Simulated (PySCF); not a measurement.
CH7F2NSi2. Atoms are numbered in the order given.

```xyz
13

N      1.4703    -0.3480    -0.8925
Si     1.1349     0.4180     0.5959
F      1.7359    -0.3740     1.8938
C     -0.7210     0.4973     0.8259
Si    -1.7138     0.3030    -0.7352
F     -1.3310    -1.1489    -1.3922
H      0.8942    -1.1159    -1.2226
H      2.3960    -0.3555    -1.3031
H      1.7992     1.7474     0.6145
H     -0.9849     1.4575     1.3025
H     -1.0196    -0.2942     1.5352
H     -3.1780     0.2655    -0.4579
H     -1.4134     1.3587    -1.7403
```
Charge 0, spin multiplicity 1.

Coordinates come from a PBE0-D3(BJ)/def2-SVP optimisation. The structure was generated by enumeration; whether it is a known compound was not checked. Other conformers were not sampled.

These are PBE/def2-TZVP run with PySCF values and carry that method's errors.

The molecule is in vacuum.

```
Item                                                                                                             Result
---------------------------------------------------------------------------------------------  ------------------------
total energy                                                                                         -875.45288 hartree
highest occupied level                                                                                         -6.53 eV
lowest empty level                                                                                             -0.67 eV
orbital gap                                                                                                     5.86 eV
dipole moment                                                                                                    1.14 D
quadrupole, principal values (traceless, Buckingham form, about the centre of nuclear charge)  -10.79, -0.20, 10.99 D·Å
mean static polarisability                                                                        69.5 bohr³ (10.31 Å³)
polarisability, principal values                                                                 60.6, 67.5, 80.5 bohr³
```
